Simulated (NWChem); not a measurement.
Molecule: GeNH3S, singlet; SMILES [NH2][Ge][SH]

```xyz
6

Ge    -0.4469    -0.5323     0.0000
N      1.2418    -1.2010     0.0000
H      1.4042    -2.2021     0.0000
H      2.1070    -0.6692     0.0000
S      0.1978     1.6378     0.0000
H     -1.0678     2.1066     0.0000
```
Atoms are numbered in this order, from 1.

Low-valent species are run as closed-shell singlets; no triplet was tried in these runs. Structure relaxed at the PBE0/def2-SVP level.

Symmetry labels are those of Cs in the frame above (b1 and b2, or b-type labels, depend on it).

**Question.** List the 6 lowest vertical singlet excitations from PBE/def2-SVPD, TDA (NWChem).

**Answer.** 
```json
[
 {"state": "S1", "energy (eV)": "4.37", "oscillator strength": "0.030", "symmetry": "a\"", "leading excitation (squared amplitude)": "HOMO → LUMO (0.96)"},
 {"state": "S2", "energy (eV)": "4.46", "oscillator strength": "0.037", "symmetry": "a'", "leading excitation (squared amplitude)": "HOMO−1 → LUMO (0.85)"},
 {"state": "S3", "energy (eV)": "5.30", "oscillator strength": "0.006", "symmetry": "a\"", "leading excitation (squared amplitude)": "HOMO−1 → LUMO+1 (1.00)"},
 {"state": "S4", "energy (eV)": "5.59", "oscillator strength": "0.027", "symmetry": "a'", "leading excitation (squared amplitude)": "HOMO → LUMO+2 (0.56)"},
 {"state": "S5", "energy (eV)": "5.76", "oscillator strength": "0.024", "symmetry": "a\"", "leading excitation (squared amplitude)": "HOMO−1 → LUMO+2 (0.99)"},
 {"state": "S6", "energy (eV)": "5.86", "oscillator strength": "0.013", "symmetry": "a'", "leading excitation (squared amplitude)": "HOMO−2 → LUMO (0.56)"}
]
```
